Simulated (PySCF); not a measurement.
Gas-phase reaction: SnCl₄ + SnH₂ → 2 SnCl₂ + 2 H

Computed with PySCF and rigid-rotor harmonic-oscillator thermochemistry at 1 bar. † marks an energy on the PBE0/def2-TZVP geometry and frequencies; other levels use their own. MP2 and CCSD(T) freeze the core. Open shells (unrestricted): H (multiplicity 2); the rest are closed-shell singlets. Sn: scalar-relativistic def2 core potential, no spin-orbit coupling. SnH₂: computed as isolated molecules; such fragments, hydroxides, amides, oligomers or adducts are transient or little studied in the gas. MP2 isn't extrapolated to the basis-set limit; its ΔH°(298 K) is 268.3 kJ in def2-SVP and 243.0 kJ in def2-TZVPP. CCSD(T) isn't extrapolated to the basis-set limit; its ΔH°(298 K) is 287.1 kJ in def2-SVP and 284.1 kJ in def2-TZVPP. The harmonic model lacks anharmonicity and excited electronic states, which grow with temperature; levels with a mode under 35 cm⁻¹ are left out. Soft modes under 120 cm⁻¹ make the harmonic entropy rough for SnCl₄, SnCl₂.

```tsv
level	ΔE electronic, kJ	ΔH°(298 K), kJ	ΔS°(298 K), J/K	ΔG°(1600 K), kJ
CCSD(T)/def2-SVP†	309	287	244	-113
M06-2X/def2-TZVP†	289	267	244	-133
MP2/def2-SVP†	290	268	244	-132
MP2/def2-TZVPP†	265	243	244	-157
PBE/def2-SVP	243	223	242	-174
PBE/def2-TZVP†	241	220	244	-181
ωB97X-V/def2-TZVP†	302	280	244	-120
```
ΔH° is lowest at PBE/def2-TZVP† and highest at CCSD(T)/def2-SVP†. No reference value is set beside these.
